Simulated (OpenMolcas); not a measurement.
## Ag2+: moving the ligands

Ag2+ with 6 ligands (fluoride) in octahedral coordination (Oh) at 2.25 Å. A charge of +0.667 e stands 2.6 Å behind each ligand. Ligand basis ANO-RCC-VDZP.

```
Program             : OpenMolcas 26.06
Method              : CASSCF
Basis               : ANO-RCC-VDZP [6s5p3d1f]
Scalar Hamiltonian  : DKH2, point nucleus
Active space        : 9 electrons in 5 orbitals (4d)
State averaging     : 2S+1 = 2 even, 5 roots
Spin-orbit coupling : RASSI with atomic mean-field integrals over the reference wave functions
```

Runs around this geometry, states (labels of O, the rotations of Oh). Energies in cm-1 above the lowest state or level, χT in cm3 K/mol; 10Dq is the gap between the two states.

```json
{"R (Å)": "2.18", "Ground state": "2E", "First state of that spin": "2T2 8760", "10Dq": "8760", "First gap with spin-orbit (degeneracies)": "7464 (4, 2)", "χT at 300 K": "0.656"}
{"R (Å)": "2.25", "Ground state": "2E", "First state of that spin": "2T2 7220", "10Dq": "7220", "First gap with spin-orbit (degeneracies)": "5996 (4, 2)", "χT at 300 K": "0.710"}
{"R (Å)": "2.4", "Ground state": "2E", "First state of that spin": "2T2 4832", "10Dq": "4832", "First gap with spin-orbit (degeneracies)": "3786 (4, 2)", "χT at 300 K": "0.832"}
```

Taking |10Dq| as R^-n, n = -ln(4832 / 8760) / ln(2.4 / 2.18) = 6.2 between the shortest and longest distance. The point-charge formula for a cubic d site gives n = 5.

An orbital doublet at a regular site is open to a Jahn-Teller distortion, which this geometry leaves out. With metal d orbitals alone the field can be off either way by tens of per cent. Ligand-to-metal charge-transfer states are missing. No measured value stands beside these numbers; the geometry was imposed, not optimised, and the real ion may take another.
